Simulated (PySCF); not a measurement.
Delta-SCF ions had no search for a lower state. Excitations are Tamm–Dancoff values on a coarser integration grid. The basis has no diffuse functions, so Rydberg states are missing or too high.

Z-matrix (Å, degrees):
```
C
C 1 1.4013
C 1 1.4180 2 113.50
C 3 1.3764 1 112.01 2 0.00
H 4 1.0904 3 126.61 1 180.00
H 3 1.0908 4 123.50 5 0.00
B 2 1.5136 1 129.90 3 -180.00
H 7 1.2085 2 120.57 1 -180.00
H 7 1.2091 8 119.87 2 180.00
S 4 1.6979 5 120.98 3 -180.00
S 1 1.7522 2 121.81 7 0.00
H 11 1.3493 1 95.68 2 -179.98
```
Charge 0, spin multiplicity 1.

Task: Estimate the S1 excitation (TDA), S1 oscillator strength, LUMO, vertical ionisation energy (Delta-SCF), S1–T1 gap (TDA), HOMO–LUMO gap, total energy and dipole moment that PBE0-D4/def2-TZVP // PBE0-D4/def2-SVP run with PySCF 2.14.0 returns for this input.

Result: 
```
Item                                          Result
--------------------------------------  ------------
S1 excitation (TDA)                          3.87 eV
S1 oscillator strength                         0.146
LUMO                                        -2.11 eV
vertical ionisation energy (Delta-SCF)       8.38 eV
S1–T1 gap (TDA)                              1.22 eV
HOMO–LUMO gap                                4.44 eV
total energy                            -976.2493 Ha
dipole moment                                 3.09 D
```
